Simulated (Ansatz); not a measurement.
`[Cl][In]([Br])[Br]` + HCl → `[Cl][In]([Cl])[Br]` + HBr at 600 K and 1 bar (ligand exchange at the In–Br bond).

Program: Ansatz. Geometries: PBE0-D4/def2-TZVP. ΔE: electronic, gas phase. CCSD(T)/CBS adds triple-zeta CCSD(T) − MP2 to the extrapolated MP2 energy (def2 sets, frozen cores). This one scheme is used for every species. def2 core potentials past Kr. For Br, In outer-core shells are correlated without core-valence functions, which leaves a few kJ/mol of doubt a bond. Scalar relativity is left out up to krypton.

```tsv
species	CCSD(T)/CBS energy (Eh)	H − E (kJ/mol)	S (J/(mol·K))
`[Cl][In]([Br])[Br]`	-5796.39121	50.6	429.2
HCl	-460.38127	35.4	207.2
`[Cl][In]([Cl])[Br]`	-3682.84497	50.8	417.5
HBr	-2573.91920	33.5	219.1
```

H − E and S are ideal-gas, rigid-rotor, harmonic terms from PBE0-D4/def2-TZVP. 1 Eh = 2625.50 kJ/mol, R = 8.31446 J/(mol·K).

Task: By hand: ΔE, ΔH, ΔS and ΔG.

Result: ΔE = (-3682.84497) + (-2573.91920) − (-5796.39121) − (-460.38127) = 0.00831 Eh = 21.8 kJ/mol. Δ(H − E) = 50.8 + 33.5 − 50.6 − 35.4 = -1.7, so ΔH = 20.1 kJ/mol. ΔS = 417.5 + 219.1 − 429.2 − 207.2 = 0.2 J/(mol·K). ΔG = 20.1 − 600 × (0.2)/1000 = 20.0 kJ/mol.

Task: By hand: the equilibrium constant, and the temperature at which ΔG would vanish if ΔH and ΔS stayed fixed.

Result: log₁₀ K = −ΔG/(RT ln 10) = -1.7. ΔG = 0 at ΔH/ΔS = 100500 K, far beyond where these terms or the molecules hold.

The number of gas molecules stays the same, so ΔS is small and ΔH decides. A doubt of 5 kJ/mol in ΔE shifts log₁₀ K by 0.4 here. These are equilibria of isolated gas molecules and say nothing of rates. Largest T1 diagnostic: 0.011 (customary marks: 0.02 for closed shells, 0.045 for open ones).
